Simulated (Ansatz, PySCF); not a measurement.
Molecule: C2HO (charge 0, doublet). It need not be the lowest isomer of its formula. 
Coordinates optimised at B3LYP-D3(BJ)/def2-TZVP (Ansatz, a quantum-chemistry and plane-wave program):
```xyz
4

C      1.4687    -0.1022    -0.1775
C      0.2013    -0.0129    -0.0178
O     -1.0660     0.1572     0.0754
H     -1.4922    -0.5665     0.5690
```
Charge 0, spin multiplicity 2.

Total electronic energies in hartree. Valence correlation only, unless marked. Open shells are spin-unrestricted. No spin-orbit coupling. Non-relativistic. Basis-set limits of correlation are two-point, X^-3; Hartree-Fock from the larger set.

```tsv
level	program	energy (Eh)
HF/cc-pVTZ	Ansatz	-151.05914
BLYP-D3(BJ)/def2-TZVPD	Ansatz + dftd3	?
BP86-D3(BJ)/def2-TZVPD	PySCF + dftd3	?
M06-L/def2-TZVPD	PySCF	?
PBE0-D4/def2-TZVP	Ansatz + dftd4	-151.72251
PBE0/def2-TZVPD	PySCF	-151.72240
HSE06-D4/def2-TZVPD	Ansatz + dftd4	-151.71619
CCSD(T)/cc-pVTZ	Ansatz	-151.59424
CCSD(T)/CBS(cc-pVTZ,cc-pVQZ)	Ansatz	-151.6619
```

### Question
What belongs in the gaps?

### Answer

- BLYP-D3(BJ)/def2-TZVPD, energy (Eh): -151.87710
- BP86-D3(BJ)/def2-TZVPD, energy (Eh): -151.90321
- M06-L/def2-TZVPD, energy (Eh): -151.87831
